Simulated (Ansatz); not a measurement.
Molecule: sum formula H4BO2, net charge 1, singlet state. It need not be the lowest isomer of its formula. 
Geometry from a B3LYP-D3(BJ)/def2-TZVP (Ansatz, a program for electronic structure) optimisation:
```
B
O 1 1.3078
H 2 0.9671 1 119.97
H 1 1.1767 2 135.00 3 0.00
O 1 1.4810 4 114.56 2 -180.00
H 5 0.9730 1 123.65 4 0.00
H 5 0.9771 6 114.90 1 -180.00
```
Charge +1, spin multiplicity 1.

Basis-set convergence of Hartree-Fock and MP2 correlation energies (hartree) with Ansatz. Valence correlation only, unless marked. Spin-orbit coupling is left out. No relativistic terms.

| basis | functions | E(HF) | E(corr, MP2) |
|---|---|---|---|
| cc-pVDZ | - | -176.57108 | -0.45814 |
| cc-pVTZ | 146 | -176.63341 | -0.57829 |
| cc-pVQZ | 285 | -176.64713 | -0.62224 |

Extrapolating the two largest sets (X = 3 and 4) as X^-3: E(corr) = (64·(-0.62224) - 27·(-0.57829))/37 = -0.6543 Eh, an estimate of the basis-set limit. The largest set recovers 95.1 % of it, the smallest 70.0 %.
